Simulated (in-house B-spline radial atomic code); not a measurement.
PBE hybrid excitations of Be2+

Method: PBE hybrid with 0.7 exact exchange. Computed with a B-spline radial code for spherical atoms: linear response of the closed shell 1s2 with the functional's adiabatic kernel; non-relativistic, point nucleus, no spin-orbit coupling, no double excitations, S, P, D and F terms only.

Command:
```bash
python run_td.py task.json out
```
Settings (radii: box in bohr, nucleus in fm):
```
Z                        4
electrons                2
configuration            1s2
hamiltonian              nr
method                   pbeh
box_radius               29.48
exact_exchange_fraction  0.7
intervals                47
```

Cost of the run: 0.1 s on 1 thread of Arm Neoverse N1 (shared host).

The lowest states, in the order of their Tamm-Dancoff energies; the method's threshold (minus the highest occupied level) is 148.22 eV. Labels give the largest channel, * marks a mixed state, and oscillator strengths are full-response dipole values. Semilocal kernels can invert the small singlet-triplet splittings of Rydberg terms. Energies in eV:

| state | full response | Tamm-Dancoff | oscillator strength |
| --- | --- | --- | --- |
| 1s → 2s 3S | ? | ? | - |
| 1s → 2s 1S | 120.01 | 120.06 | - |
| 1s → 2p 3P | 120.22 | 120.24 | - |
| 1s → 2p 1P | 122.10 | 122.12 | 0.51 |
| 1s → 3s 3S | 135.50 | 135.51 | - |
| 1s → 3s 1S | 136.28 | 136.30 | - |
| 1s → 3p 3P | 136.43 | 136.43 | - |
| 1s → 3p 1P | 136.92 | 136.92 | 0.113 |
| 1s → 3d 3D | 137.03 | 137.03 | - |
| 1s → 3d 1D | 137.04 | 137.04 | - |
| 1s → 4s 3S | 141.34 | 141.34 | - |
| 1s → 4s 1S | 141.65 | 141.65 | - |
| 1s → 4p 3P | 141.71 | 141.71 | - |
| 1s → 4p 1P | 141.91 | 141.91 | 0.0438 |
| 1s → 4d 3D | ? | ? | - |
| 1s → 4d 1D | 141.95 | 141.95 | - |
| 1s → 4f 3F | 142.02 | 142.02 | - |
| 1s → 4f 1F | 142.02 | 142.02 | - |

Problem. Where does 1s → 4d 3D lie?

Solution. At 141.94 eV in full response, 141.94 eV in Tamm-Dancoff.

Problem. Where does 1s → 2s 3S lie?

Solution. At 116.71 eV in full response, 116.76 eV in Tamm-Dancoff.

Problem. How large is the singlet-triplet splitting of 1s → 2s (S terms) in Tamm-Dancoff?

Solution. 3.3 eV, from the unrounded values.

Problem. What polarisabilities and dispersion coefficient does the method give?

Solution. Dipole 0.05266 bohr³, quadrupole 0.01567 bohr⁵, C6 0.01132 hartree·bohr⁶ for two such species.
